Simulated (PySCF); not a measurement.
Polarisability and C₆ of Re⁺ (rhenium, charge +1)

[Xe] 4f14 5d5 6s1, high-spin 7S determinant. All numbers are calculated (PySCF 2.14, a scalar-relativistic core potential, in aug-cc-pVTZ-PP with one added diffuse shell each of s, p, d, f, g type with ECP60MDF (7s7p6d4f3g, 113 functions)). Coupled (time-dependent) response in atomic units; α is the mean over directions.

```csv
method,mean α (bohr³),C₆ (like pair),S(−4)
UHF,37.86,324.3,644.3
PBE,30.15,254.3,341.8
```

S(−4) is the Cauchy moment in α(ω) = α(0) + S(−4) ω² + …

α(iu) at UHF:

```tsv
u (hartree)	α(iu) (bohr³)
0	37.86
0.0500	36.33
0.100	32.57
0.200	23.97
0.300	17.72
0.500	11.08
0.750	7.333
1.00	5.351
1.50	3.286
2.00	2.234
3.00	1.218
5.00	0.5146
```

For an ion, C₆ is the dispersion term alone; charge-induced terms of lower order in 1/R come first.

Energies and moments cover only the electrons outside the core potential. Spin-orbit coupling, which splits the p, d and f shells strongly at this Z, is absent.
